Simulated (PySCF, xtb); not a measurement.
AlF₄, SMILES [Al-]([F])([F])([F])[F], charge -1.

GFN2-xTB (xtb) at its own geometry gives an orbital gap of 12.53 eV.

Geometry: PBE-D3(BJ)/def2-SVPD. The isomer is the one that the SMILES or the coordinates give; other isomers of the formula were not compared.

Task: What does CAM-B3LYP/def2-SVPD (PySCF) give? (The exact figures need the calculation; the answer reports its results.)

Result: gap 11.48 eV (levels -7.22 and 4.25 eV).
